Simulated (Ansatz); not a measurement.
Stepwise reaction of `[F][Al]([F])[SiH3]` with water, as a gas-phase model of exchange steps in deposition or etching. ΔE in kJ/mol.

Program: Ansatz. Geometries: PBE0-D4/def2-TZVP. ΔE: electronic, gas phase. CCSD(T)/CBS is the MP2 limit (def2-TZVPP, def2-QZVPP) plus CCSD(T) − MP2 in def2-TZVPP, frozen cores. This one scheme is used for every species. Functionals use def2-TZVPP. B3LYP here is the variant with VWN-RPA as its local correlation; programs differ in this. One conformer a species, not always the lowest.

| step | reaction | PBE-D4 | B3LYP-D4 | ωB97M-V | CCSD(T)/CBS |
| --- | --- | --- | --- | --- | --- |
| 1 | `[F][Al]([F])[SiH3]` + H₂O → `[OH][Al]([F])[SiH3]` + H–F | 44.3 | 45.8 | 45.5 | 46.2 |
| 2 | `[OH][Al]([F])[SiH3]` + H₂O → `[OH][Al]([OH])[SiH3]` + H–F | 51.7 | 53.3 | 53.1 | 52.6 |

(1) By hand: ΔE of the 2 steps together at CCSD(T)/CBS.

## Answers

(1) (46.2) + (52.6) = 98.8 kJ/mol, or 49.4 kJ/mol a step.

In ΔE each step is higher than the one before. All are uphill at CCSD(T)/CBS. PBE-D4 differs from CCSD(T)/CBS by -1.9 to -0.9 kJ/mol a step. Isolated molecules leave out the surface, adducts and barriers. Largest T1 diagnostic: 0.014.
